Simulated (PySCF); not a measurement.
BeBrHS, SMILES [SH][Be][Br].

Coordinates come from a PBE0-D3(BJ)/def2-TZVP optimisation. One conformer was computed; it need not be the lowest.

The numbers are results of TDDFT-CAM-B3LYP/def2-SVPD run with PySCF, not measurements.

Vertical excitations. Gas-phase values at a fixed geometry. State labels are in the subgroup Cs.

Task: Give excitation energies, oscillator strengths and character. (The exact figures need the calculation; the answer reports its results.)

Result: 
```
state  symmetry  energy (eV)  λ (nm)      f                                                                main pairs
-----  --------  -----------  ------  -----  ------------------------------------------------------------------------
S1           A"         5.58     222  0.000                                                            HOMO→LUMO 93 %
S2           A"         6.14     202  0.035                                                          HOMO→LUMO+1 89 %
S3           A'         6.71     185  0.095                                                          HOMO→LUMO+2 76 %
S4           A"         6.87     180  0.000                                                          HOMO−2→LUMO 84 %
S5           A"         7.11     174  0.006  HOMO→LUMO+3 26 %, HOMO→LUMO+7 26 %, HOMO−2→LUMO+1 14 %, HOMO→LUMO+6 11 %
S6           A'         7.15     174  0.110                                      HOMO−1→LUMO 60 %, HOMO−2→LUMO+2 20 %
S7           A"         7.37     168  0.000                                                        HOMO−1→LUMO+2 93 %
S8           A'         7.41     167  0.072                                                        HOMO−1→LUMO+1 79 %
S9           A'         7.49     166  0.006                                                          HOMO−3→LUMO 81 %
S10          A"         7.56     164  0.122                                                        HOMO−2→LUMO+1 62 %
T1           A"         5.34     232      0                                                            HOMO→LUMO 87 %
T2           A'         5.82     213      0                                                          HOMO→LUMO+2 91 %
T3           A"         5.83     213      0                                                          HOMO→LUMO+1 86 %
T4           A'         6.45     192      0                                                          HOMO−1→LUMO 83 %
```
Triplets are in the Tamm–Dancoff approximation, which puts them higher than full response would, so one can lie above its singlet here.
